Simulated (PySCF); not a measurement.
Compound: C8H10 (charge +1 and doublet state).
Structure used (GFN2-xTB), in Å, numbered top down from 1:
```
atom  x, y, z in Å
C1    -3.1646    1.7053   -0.9494
C2    -2.6694    0.7044   -0.4835
C3    -2.0788   -0.4569    0.0429
C4    -1.2826   -1.4125   -0.8353
C5    -0.5473   -0.4666   -0.0346
C6     0.5082    0.1709    0.4109
C7     1.9008   -0.3801    0.3243
C8     2.6968    0.5434   -0.5988
H9    -3.6387    2.5537   -1.3555
H10   -2.5332   -0.8508    0.9448
H11   -1.2809   -1.2814   -1.9103
H12   -1.3131   -2.4476   -0.5149
H13    0.4221    1.1339    0.9015
H14    1.8842   -1.3987   -0.0618
H15    2.3529   -0.3804    1.3172
H16    3.7052    0.1365   -0.6793
H17    2.2612    0.5809   -1.5939
H18    2.7684    1.5522   -0.2007
```

The hyperfine couplings belong to this conformer and change with its torsions.

Identity: `[CH+]=[C][C@H]1C/C1=C\CC` [radical] (charge +1).

Computed with PySCF, UKS B3LYP, pcH-1 on C H, non-relativistic, mean-field spin-orbit, GIAO. Geometry: GFN2-xTB, one conformer, isolated ion. Couplings are sensitive to structure, and on GFN2-xTB geometries they can be far from those on DFT ones, by a factor of two or more for some ions and for spin on atoms past the first row. The frame is twisted about the C5–C6 bond at this geometry (dihedral C3–C5–C6–H13 = -13°); couplings at other torsion angles weren't computed. The SCF solution wasn't tested for stability.

Problem. Match the computed a_iso(1H) values +100.0, -27.9, +26.3, -14.5, +11.7, -5.7, -3.0, +1.3 MHz (means over equivalent nuclei) with the sites H9; H10; H11; H12; H13; H14; H15; H16/H17/H18.

Solution. 
```json
{"site": "H9", "a_iso (MHz)": "-27.9", "ρ(0) (bohr⁻³)": "-0.0062", "position": "1 bond from C1", "distance from C1 (Å)": "1.05", "bound to": "C1", "spin population there": "+0.34", "largest |T| (MHz)": "16.1"}
{"site": "H10", "a_iso (MHz)": "-14.5", "ρ(0) (bohr⁻³)": "-0.0032", "position": "2 bonds from C5, on C3 of spin population +0.12", "distance from C1 (Å)": "3.24", "bound to": "C3", "spin population there": "+0.12", "largest |T| (MHz)": "9.8"}
{"site": "H11", "a_iso (MHz)": "-5.7", "ρ(0) (bohr⁻³)": "-0.0013", "position": "2 bonds from C5", "distance from C1 (Å)": "3.66", "bound to": "C4", "spin population there": "+0.01", "largest |T| (MHz)": "5.2"}
{"site": "H12", "a_iso (MHz)": "+100.0", "ρ(0) (bohr⁻³)": "+0.0224", "position": "2 bonds from C5", "distance from C1 (Å)": "4.57", "bound to": "C4", "spin population there": "+0.01", "largest |T| (MHz)": "5.2"}
{"site": "H13", "a_iso (MHz)": "+26.3", "ρ(0) (bohr⁻³)": "+0.0059", "position": "2 bonds from C5, on C6 of spin population +0.16", "distance from C1 (Å)": "4.08", "bound to": "C6", "spin population there": "+0.16", "largest |T| (MHz)": "12.9"}
{"site": "H14", "a_iso (MHz)": "-3.0", "ρ(0) (bohr⁻³)": "-0.0007", "position": "3 bonds from C5", "distance from C1 (Å)": "5.99", "bound to": "C7", "spin population there": "+0.03", "largest |T| (MHz)": "5.0"}
{"site": "H15", "a_iso (MHz)": "+1.3", "ρ(0) (bohr⁻³)": "+0.0003", "position": "3 bonds from C5", "distance from C1 (Å)": "6.32", "bound to": "C7", "spin population there": "+0.03", "largest |T| (MHz)": "6.3"}
{"site": "H16/H17/H18", "a_iso (MHz)": "+11.7", "ρ(0) (bohr⁻³)": "+0.0026", "position": "4 bonds from C5", "distance from C1 (Å)": "6.20", "bound to": "C8", "spin population there": "+0.04", "largest |T| (MHz)": "3.8"}
```

ρ(0) is the spin density at the nucleus and T the dipolar tensor; entries for several nuclei are means. Largest spin populations (Mulliken): C1 (+0.34), C5 (+0.29), C6 (+0.16) and C3 (+0.12). Three atoms exceed +0.15. Main spin sites, with 60 % or more of the largest population: C1, C5; positions count bonds from the nearest.

The spin density at the nucleus, in bohr⁻³, is negative for C2 (-0.0072), H9 (-0.0062) and C6 (-0.0035), for instance. A restricted open-shell determinant has no negative spin density anywhere; here it arises because α and β orbitals differ (spin polarisation).

Class means assume fast exchange of nuclei equivalent by connectivity; if that motion is slow, each nucleus keeps its own coupling. The three 1H nuclei of mean +11.7 MHz run from -2.8 to 39.9 MHz in the frozen geometry.

The SMILES `[CH+]=[C][C@H]1C/C1=C\CC` draws the unpaired electron on C2, whose computed spin population is only -0.01.
